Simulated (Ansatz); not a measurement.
Input file for Ansatz (a program for electronic structure): U-B3LYP/def2-TZVPP on O (SMILES [O]).

Ansatz 0.2 input:
```yaml
crystal:
  periodic: [false, false, false]
  atoms:
    - {symbol: O, position_ang: [0.00000000, 0.00000000, 0.00000000]}
basis:
  gaussian:
    orbitals: def2-TZVPP
hamiltonian:
  xc: {name: B3LYP}
magnetization: {spin_polarized: true, initial_magnetization: 2}
```

It printed:

```
WARN ansatz: RAYON_NUM_THREADS=1 ignored (pool sized by the plan → 1); use --threads N
Functional definition: B3LYP
integrals: 0.00 GiB planned
151 factors; their error is unknown
mean field: 0.06 GiB planned
mean field evaluation 1: about -2043.2923 eV, gradient 8.1e0 eV
mean field evaluation 2: about -2043.3840 eV, gradient 5.2e0 eV
mean field evaluation 4: about -2043.4694 eV, gradient 4.3e-2 eV
mean field evaluation 8: about -2043.4736 eV, gradient 1.2e-3 eV
mean field -2043.47362820 eV, -75.0962707203 hartree, gradient 8.3e-6 eV, S^2 2.003434; 0 other end points of the search recorded, 0 dependent functions left out
reference -2043.47373854 eV, -75.0962747752 hartree; 5, 3 occupied and 26, 28 virtual orbitals, 151 factors
Total energy: -2043.47373854 eV, -75.0962747752 hartree
```

Self-consistency was reached.

Cost: roughly 0.24 core-seconds.
